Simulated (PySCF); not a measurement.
## PBE on B+ (boron, charge +1)

Configuration: [He] 2s2, closed-shell 1S. All numbers are calculated (PySCF 2.14, the non-relativistic Hamiltonian (point nucleus), in def2-TZVP (5s3p2d1f, 31 functions)).

- Total energy: -24.2915 hartree
- One-electron energy: -30.3741 hartree
- Hartree (Coulomb) energy: 9.6284 hartree
- Exchange-correlation energy: -3.5457 hartree
- Kinetic energy: 24.22202 hartree
- ⟨S²⟩: 0.0000
- ⟨L²⟩: 0.000
- Sum of ⟨r⟩: 4.219 bohr
- Sum of ⟨r²⟩: 7.813 bohr²
- Density at the nucleus (Gaussians lack the cusp): 70.4 bohr⁻³
- Langevin diamagnetic susceptibility: -6.19 ×10⁻⁶ cm³/mol
- Time after the integrals: 0.1 s of wall time on 1 thread of Neoverse-V1 (shared host)

```csv
shell,electrons,mean orbital energy (eV),"rms radius, mean of both spins (bohr)"
1s,2,-193.41,0.383
2s,2,-19.495,1.94
```
